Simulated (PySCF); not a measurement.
Input of a driver script around PySCF for `[GeH3][C]1=CC=CC=N1`, coordinates in Å (PBE0-D3(BJ)/def2-SVP geometry):
```
{"job": {"kind": "xas", "xc": "BHandHLYP", "basis": {"default": "aug-pcX-1", "H": "pcseg-1", "Ge": "def2-SVPD"}}, "charge": 0, "multiplicity": 1}
Ge     1.983819     0.448476    -0.564704
C      0.053175     0.384952    -0.246772
C     -0.601049    -0.743369     0.261341
C     -1.980827    -0.694961     0.449902
C     -2.658340     0.476441     0.125764
C     -1.919183     1.549654    -0.374057
N     -0.603306     1.509908    -0.556370
H      2.609703     1.576257     0.271573
H      2.250350     0.716544    -2.054540
H      2.613654    -0.900868    -0.163490
H     -0.035939    -1.646219     0.505193
H     -2.519219    -1.560649     0.844433
H     -3.739372     0.562183     0.255495
H     -2.419448     2.488249    -0.639932
```

Task: What does the run print?

Result: 
```
coarse grid: 55744 points
cycle   1  E = -2325.9752260535  dE =  5.697e-01  |g| = 4.021e-01  |ddm| = 6.060e+00
cycle   2  E = -2325.9946810771  dE = -1.946e-02  |g| = 3.392e-01  |ddm| = 1.444e+00
cycle   3  E = -2326.0114031422  dE = -1.672e-02  |g| = 7.312e-02  |ddm| = 6.675e-01
...
final grid: 117680 points
...
cycle  11  E = -2326.0125968137  dE = -1.183e-09  |g| = 4.494e-05  |ddm| = 1.690e-04
cycle  12  E = -2326.0125968145  dE = -8.581e-10  |g| = 6.803e-06  |ddm| = 1.617e-04
converged SCF energy = -2326.0125968145

C K edge
   eV          f      from atoms
  282.790   0.05294   C3
  282.982   0.04899   C4
  283.015   0.06957   C2
  283.188   0.06725   C1
  283.318   0.07441   C5
  284.739   0.00011   C2
  284.863   0.00061   C4
  285.489   0.00006   C3
  285.587   0.00074   C5
  285.614   0.00081   C1
  285.982   0.01627   C4
  286.060   0.01555   C2
  286.209   0.01919   C3
  286.759   0.03230   C1
  286.902   0.01750   C5
  287.360   0.00175   C4
  287.445   0.00236   C2
  287.573   0.00315   C2 C1
  287.592   0.00270   C1 C2
  287.613   0.00190   C4
  287.618   0.00512   C2
  287.702   0.00001   C3
  287.725   0.00476   C4
  287.823   0.00406   C3

N K edge
   eV          f      from atoms
  396.372   0.05969   N6
  399.362   0.00003   N6
  401.162   0.00043   N6
  401.859   0.00020   N6
  401.899   0.00364   N6
  402.144   0.00033   N6
  402.384   0.00045   N6
  402.389   0.00043   N6
```

Level of theory: core-valence-separated Tamm–Dancoff BHandHLYP/aug-pcX-1 (pcseg-1 on H, def2-SVPD on Ge) in PySCF, non-relativistic, gas phase, PBE0-D3(BJ)/def2-SVP geometry. The program numbers atoms from 0. The energies are unshifted. The SCF starts on a coarse grid and ends on the final one.

Carbon edge (atoms now counted from 1; roots within 0.03 eV on like atoms summed, the top roots left aside). The first line with a tenth or more of the strongest one's intensity is at 282.79 eV (f = 0.053), with the hole on C4 (aromatic CH carbon), polarised normal to the local trigonal plane: a 1s→π* resonance. The strongest listed is at 283.32 eV (f = 0.074; C6, 1s→π*).

Nitrogen edge (atoms now counted from 1; roots within 0.03 eV on like atoms summed, the top roots left aside). The first line with a tenth or more of the strongest one's intensity is at 396.37 eV (f = 0.060), with the hole on N7 (pyridine-type nitrogen). It is also the strongest listed.

Kohn–Sham HOMO -8.45 eV, LUMO -0.12 eV, dipole moment 2.38 D.

On Arm Neoverse V1, one thread, shared host with 64 logical CPUs at a one-minute load of 29, this took 31 s of wall time and 1.2 GiB of memory at its peak.
